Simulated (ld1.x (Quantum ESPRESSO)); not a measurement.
**Mo: excitation energies, all-electron against RRKJ**

- Element: molybdenum (Mo)
- Generator: ld1.x (Quantum ESPRESSO) 7.5
- Type: norm-conserving RRKJ (Kleinman–Bylander form)
- Functional: Wu–Cohen
- Relativity: scalar-relativistic
- Frozen core: [Ar] 3d10 4s2
- Valence charge: 12
- Reference configuration: 4p6 4d5 5s0.5 5p0 (charge +0.5)
- Partial waves: 4p (bound): rc 1.30 bohr; 4d (bound): rc 1.45 bohr; 5s (bound): rc 2.70 bohr
- Local potential: the s channel
- Core correction: a·sin(br)/r model core inside 1.30 bohr

Energies are relative to the spin-unpolarised reference configuration 4p6 4d5 5s0.5 5p0; without spin polarisation the order of configurations can differ from experiment.

(1) Give the all-electron excitation energy and the error of the potential for: 4p6 4d5 5s1 5p0; 4p6 4d5 5s0 5p0; 4p6 4d4 5s0 5p0; 4p5 4d5 5s1 5p0; 4p6 4d5.5 5s0.5 5p0; 4p6 4d4 5s1 5p0; 4p6 4d5 5s0 5p1.

Levels in the configuration 4p6 4d4 5s0 5p0:

```json
{"level": "4p", "all-electron (eV)": "-56.728", "pseudo (eV)": "-56.954"}
{"level": "4d", "all-electron (eV)": "-20.812", "pseudo (eV)": "-20.950"}
```

Results:

(1)

```csv
valence configuration,charge,ΔE all-electron (eV),error AE − PS (meV)
4p6 4d5 5s1 5p0,0,-2.738,-2.1
4p6 4d5 5s0 5p0,+1,4.151,-5.0
4p6 4d4 5s0 5p0,+2,19.601,-63
4p5 4d5 5s1 5p0,+1,41.222,-270
4p6 4d5.5 5s0.5 5p0,0,-2.450,-7.2
4p6 4d4 5s1 5p0,+1,5.344,-61
4p6 4d5 5s0 5p1,0,0.489,-429
```
